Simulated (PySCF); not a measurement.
Orbital picture of SiSe

PBE0 at R = 2.065 Å; basis Si cc-pV(T+d)Z, Se cc-pVTZ-PP with ECP10; scalar-relativistic core potentials; PySCF 2.14. State: triplet, unpaired electrons π ↑↑, a mixture of terms (⟨Lz²⟩ = 2.0), a second solution, started from another occupation. Only the outer orbitals are listed, counted within each symmetry, core potentials removing the inner ones.

```csv
spin,orbital,occ.,ε (eV),on Si (%),main shells (%)
α,7σ,1,-21.28,15,"83 Se s, 9 Si s"
α,8σ,1,-12.95,56,"55 Si s, 32 Se p, 11 Se s"
α,4π,1,-9.86,17,"83 Se p, 14 Si p"
α,4π,1,-8.72,18,"82 Se p, 14 Si p"
α,9σ,1,-7.96,64,"35 Se p, 34 Si s, 28 Si p"
α,5π,1,-4.77,84,"84 Si p, 13 Se p"
α,5π,0,-2.39,84,"84 Si p, 14 Se p"
β,7σ,1,-20.06,16,"81 Se s, 9 Si s"
β,8σ,1,-11.99,51,"50 Si s, 36 Se p, 12 Se s"
β,4π,1,-8.33,18,"81 Se p, 15 Si p"
β,9σ,1,-7.42,69,"37 Si s, 31 Si p, 30 Se p"
β,4π,0,-5.52,19,"81 Se p, 16 Si p"
β,5π,0,-2.09,83,"83 Si p, 14 Se p"
β,5π,0,-1.04,83,"83 Si p, 15 Se p"
```

Which are the highest filled and the lowest empty level, where do they sit, and how wide is the gap?

Highest filled α 5π at -4.77 eV (in %: 84 Si p, 13 Se p); lowest empty β 4π at -5.52 eV (in %: 81 Se p, 16 Si p); the gap at PBE0 is -0.75 eV.

```json
{
 "bond order (Mayer)": "1.46",
 "⟨S²⟩": "2.012",
 "charge on Si (Mulliken, basis-dependent)": "-0.08",
 "charge on Si (Löwdin, basis-dependent)": "-0.17",
 "dipole moment (positive dipole means Si(−)Se(+))": "0.95 D"
}
```

Spin–orbit coupling is left out. Counting both spins, an empty level lies below a filled one in this solution, because spin and occupation are held.
